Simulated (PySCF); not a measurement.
CH4BeS.

```xyz
7

Be    -0.6821     1.6161     0.0000
H     -1.5579     2.6132     0.0000
S      0.5899     0.2086     0.0000
C     -0.5073    -1.2770     0.0000
H     -1.1287    -1.3047     0.8914
H      0.1492    -2.1440     0.0000
H     -1.1287    -1.3047    -0.8914
```
Charge 0, spin multiplicity 1.

Coordinates come from a B3LYP-D3(BJ)/def2-TZVP optimisation.

Level of theory: PySCF with KT2/pcSseg-2. Non-relativistic, no solvent.

Question: Give the absolute GIAO shielding of each atom: isotropic value and principal components (ppm). (The exact figures need the calculation; the answer reports its results.)

Answer: 
| atom | σ(iso) | σ11 | σ22 | σ33 | span |
|---|---|---|---|---|---|
| Be1 | 79.4 | 44.1 | 47.0 | 147.1 | 103.0 |
| H2 | 27.7 | 25.5 | 25.7 | 32.0 | 6.5 |
| S3 | 629.2 | 507.9 | 628.4 | 751.4 | 243.4 |
| C4 | 175.9 | 165.4 | 169.7 | 192.6 | 27.2 |
| H5 | 29.1 | 22.9 | 27.6 | 36.7 | 13.8 |
| H6 | 29.5 | 24.2 | 27.2 | 37.1 | 12.9 |
| H7 | 29.1 | 22.9 | 27.6 | 36.7 | 13.8 |
